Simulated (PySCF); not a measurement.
C3, SMILES [C]=C=[C] (connectivity only; charge and spin as stated), neutral, multiplicity 1.

Geometry: PBE0-D3(BJ)/def2-TZVP. The isomer is the one that the SMILES or the coordinates give; other isomers of the formula were not compared.

Two levels are set side by side: PBE/def2-TZVPD (PySCF) and HF/def2-TZVPD (PySCF). Same geometry, gas phase. Differences are taken from unrounded values.

```
quantity                         HF
---------------------------  ------
orbital gap (eV)              12.30
highest occupied level (eV)  -12.83
lowest empty level (eV)       -0.53
mean polarisability (bohr³)    33.9
```

What does PBE give, and how far is it from HF? (An estimate is asked for; the answer gives what the named calculation found.)


```
quantity                       PBE  PBE minus HF
---------------------------  -----  ------------
orbital gap (eV)              2.39         -9.92
highest occupied level (eV)  -7.94          4.90
lowest empty level (eV)      -5.55         -5.02
mean polarisability (bohr³)   33.8          -0.1
```

PBE's occupied levels lie high since its potential decays too fast outside the molecule; exact exchange lowers them and widens the gap. Differences between two approximate levels are no errors against the true value.

Rough cost on one machine, each run with all the roots and properties that it gave: HF against PBE about 1/4.
